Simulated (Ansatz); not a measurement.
The first iterations of a band of C$_{3}$H$_{7}$IO$_{2}$ (13 atoms, charge 0, multiplicity 1).

Theory: RKS BLYP-D4/def2-SVP in Ansatz.

- movable images: 5
- climbing image: yes
- spring: 5.0 eV/Å²
- optimiser: quadratic models (default)
- start path: through a guess of the saddle point
- force threshold: 0.03 eV/Å
- iteration limit: 60
- end points: relaxed

First end point:

```xyz
13
Properties=species:S:1:pos:R:3
C -0.064 -1.337 1.000
C 0.361 -0.644 -0.300
C -0.175 0.778 -0.493
O 0.336 1.289 -1.667
O 0.008 1.631 0.602
I -2.496 0.705 -0.663
H 0.460 -2.307 1.107
H -1.154 -1.527 1.013
H 0.176 -0.711 1.882
H 1.470 -0.534 -0.333
H 0.087 -1.241 -1.191
H 0.038 2.221 -1.733
H 0.973 1.641 0.790
```

Last end point:

```xyz
13
Properties=species:S:1:pos:R:3
C 0.042 -1.271 1.005
C 0.384 -0.674 -0.364
C -0.014 0.789 -0.561
O 0.405 1.250 -1.760
O 0.321 1.670 0.440
I -2.498 0.800 -0.578
H 0.414 -2.312 1.071
H -1.053 -1.285 1.175
H 0.521 -0.700 1.828
H 1.487 -0.680 -0.518
H -0.061 -1.263 -1.188
H 0.243 2.217 -1.785
H -0.171 1.425 1.251
```

| iteration | highest image above the first end (eV) | largest band force component (eV/Å) |
| --- | --- | --- |
| 1 | 25.174 | 181.796 |
| 2 | 6.411 | 33.919 |
| 3 | 2.441 | 19.578 |
| 4 | 1.015 | 8.815 |
| 5 | 0.282 | 3.150 |

Task: Does the band converge within its limit, and where does its top end?

Result: The run converged. It ended after 16 iterations with the highest image 0.007 eV above the first end. Beside the main top the profile has a ripple of under 15 meV (maxima at images 1, 4), which may be a very shallow well or noise. The top lies less than 8 meV above the higher end, about what the thresholds resolve: that end is a shoulder or a very shallow well. A vibrational analysis at the climbing image gives one clearly imaginary mode, 194i cm⁻¹: a first-order saddle point.

Run time: 7.3 min on 2 threads of Arm Neoverse N1, on a shared host, peak memory 0.21 GiB.
